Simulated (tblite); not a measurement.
Compound: C4H9F3Si.
Z-matrix (Å and degrees, GFN2-xTB geometry), rows numbered from 1:
```
F 
C   1  1.3754
C   2  1.5214  1  110.34
C   3  1.5282  2  111.62  1   -65.81
C   4  1.5296  3  111.87  2   178.05
Si  5  1.8884  4  113.38  3   179.40
F   6  1.6010  5  109.61  4  -173.21
F   6  1.6010  5  109.54  4   -62.26
H   2  1.0946  1  106.40  3   121.30
H   2  1.0949  1  106.52  3  -121.29
H   3  1.0914  2  108.29  1   172.62
H   3  1.0921  2  108.65  1    55.18
H   4  1.0920  3  109.21  2   -60.63
H   4  1.0913  3  108.74  2    56.63
H   5  1.0919  4  108.94  3   -57.55
H   5  1.0942  4  108.72  3    57.73
H   6  1.4426  5  118.87  4    61.89
```

Computed values, GFN2-xTB/tblite, gas phase, harmonic and unscaled. This tight-binding method is rough: wavenumbers can miss measured ones by several per cent, in bad cases by 10 to 20. Modes of hydrogen on silicon can be 10 to 20 % off. One conformer, not necessarily the lowest.

Harmonic wavenumbers (cm⁻¹): 26.8, 58.2, 75.9, 95.2, 128.0, 192.3, 201.4, 263.4, 306.2, 325.4, 488.6, 626.2, 648.0, 731.6, 759.1, 802.0, 858.5, 872.3, 900.0, 936.6, 1018.8, 1074.0, 1081.8, 1102.8, 1143.5, 1208.1, 1243.6, 1252.3, 1289.7, 1316.4, 1333.4, 1371.9, 1447.5, 1467.0, 1471.8, 1492.1, 2437.6, 2945.1, 2950.1, 2952.3, 2974.7, 2981.6, 2988.4, 2991.8, 2999.0.

A = 4307, B = 539.1, C = 520.8 MHz; mass 142.043 u (most abundant isotopes); point group C1, symmetry number 1.

Q: What is the zero-point energy?

A: Half the sum of the wavenumbers: 27916 cm⁻¹ = 333.94 kJ/mol.

Q: Give the ideal-gas entropy at 350 K and 1 bar in the rigid-rotor, harmonic-oscillator model (classical rotation).

A: Translation 174.00, rotation 127.37, vibration 159.24: S = 460.6 J/(mol K).

Q: And Cp and H(350 K) − H(0)?

A: Cp = 172.72 J/(mol K), of which vibrations give 139.46 (their classical limit is 45 R = 374.2); H(350 K) − H(0) = 38.23 kJ/mol without the zero-point energy, 26.59 from vibrations.

Q: How do the functions run with temperature in this model?

A: 
```
 T (K)  S (J/(mol K))  Cp (J/(mol K))  H − H(0) (kJ/mol)  G − H(0) (kJ/mol)  ln q(vib)
   150          348.9           103.0              10.88             -41.45       4.38
   250          409.0           136.1              22.79             -79.46       7.33
298.15          434.5           153.7              29.76             -99.77       8.64
   400          484.8           190.2              47.31            -146.62      11.31
   600          573.4           246.7              91.36            -252.66      16.24
   900          684.5           300.3             174.11            -441.91      23.03
```

q(vib) and H(0) count from the zero-point level.

Q: Which modes carry the vibrational entropy at 350 K?

A: 26.8 cm⁻¹: 26.66; 58.2 cm⁻¹: 20.23; 75.9 cm⁻¹: 18.03; 95.2 cm⁻¹: 16.17; 128.0 cm⁻¹: 13.75; 192.3 cm⁻¹: 10.48 J/(mol K); the other 39 give 53.93 together.

Q: Blend soft modes into free rotors: weight 1/[1 + (100 cm⁻¹/ν̃)⁴] for the oscillator and the rest for a rotor with moment μB/(μ + B), μ = h/(8π²ν), B = 10⁻⁴⁴ kg m². What vibrational entropy results?

A: 140.24 J/(mol K) in place of 159.24, which changes −T·S at 350 K by +6.65 kJ/mol.

Hindered rotation and anharmonicity are outside this model. Other conformers, if any are populated, would add a mixing term that is left out. The structure is chiral; the term R ln 2 for an equal mix with its mirror image is left out.
